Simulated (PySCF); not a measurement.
PySCF input for C3H7O, SMILES C([CH2])OC, multiplicity 2, SMD-B3LYP/6-31G*. Geometry optimised at TPSSh-D3(BJ)/def2-SVP. The isomer is the one that the SMILES or the coordinates give; other isomers of the formula were not compared. One conformer was computed; it need not be the lowest.

```python
import numpy as np
from pyscf import gto, scf, dft
from pyscf.solvent import smd

mol = gto.M(
    atom='''
    C     1.41948448   -0.06577064    0.81391381
    C     0.62745957   -0.57593505   -0.34354570
    O    -0.40606082    0.29825445   -0.75435011
    C    -1.46970330    0.37744024    0.16559149
    H     1.98805122   -0.74941949    1.45087160
    H     1.60168336    1.00964538    0.90331434
    H     1.27595284   -0.69132671   -1.23560961
    H     0.22300003   -1.58682744   -0.11885010
    H    -1.14046431    0.75063670    1.15476015
    H    -2.20904600    1.07592755   -0.25054803
    H    -1.95413504   -0.60907875    0.31510502
    ''',
    basis='6-31G*',
    charge=0,
    spin=1,
    max_memory=1600,
    verbose=3,
)
mf = dft.UKS(mol, xc='b3lyp').density_fit(auxbasis='def2-universal-jkfit')
mf.grids.level = 3
mf.conv_tol = 1e-9
mf.max_cycle = 100
mf.kernel()
fine, coarse = mf.grids, dft.Grids(mol).set(level=1).build(with_non0tab=True)
for _ in range(3):  # follow internal instabilities
    mf.grids = coarse
    mo, _, stable, _ = mf.stability(return_status=True, nroots=4)
    mf.grids = fine
    if stable:
        break
    mf.kernel(mf.make_rdm1(mo, mf.mo_occ))
res = {}
for name in ['water', 'benzene', 'dimethylsulfoxide']:
    s = mf.SMD()
    s.with_solvent.solvent, s.with_solvent.sasa_ng = name, 194
    s.kernel(mf.make_rdm1())
    res[name] = (s.e_tot, s.with_solvent.get_cds(), s.dip_moment(), s.mo_energy, s.converged)
    print(f'SMD {name}: dG(solv) = {(s.e_tot - mf.e_tot) * 627.509474:.3f} kcal/mol, of which CDS {res[name][1] * 627.509474:.3f}')
```

Output:

```

WARN: HOMO -0.188245026590796 >= LUMO -0.188245026590795

converged SCF energy = -193.665861602409  <S^2> = 0.75386442  2S+1 = 2.0038607
<class 'pyscf.df.df_jk.DFUKS'> wavefunction is stable in the internal stability analysis
converged SCF energy = -193.666596638907  <S^2> = 0.75382002  2S+1 = 2.0038164
Dipole moment(X, Y, Z, Debye):  0.12908, -0.91185,  1.29071
SMD water: dG(solv) = -0.461 kcal/mol, of which CDS 3.723
converged SCF energy = -193.668694336656  <S^2> = 0.75384652  2S+1 = 2.0038428
Dipole moment(X, Y, Z, Debye):  0.11754, -0.69456,  1.03810
SMD benzene: dG(solv) = -1.778 kcal/mol, of which CDS -0.691
converged SCF energy = -193.66773091561  <S^2> = 0.75382458  2S+1 = 2.0038209
Dipole moment(X, Y, Z, Debye):  0.11871, -0.80432,  1.11729
SMD dimethylsulfoxide: dG(solv) = -1.173 kcal/mol, of which CDS 1.146
```

Self-consistency was reached.

Cost: very roughly 70 core-seconds.
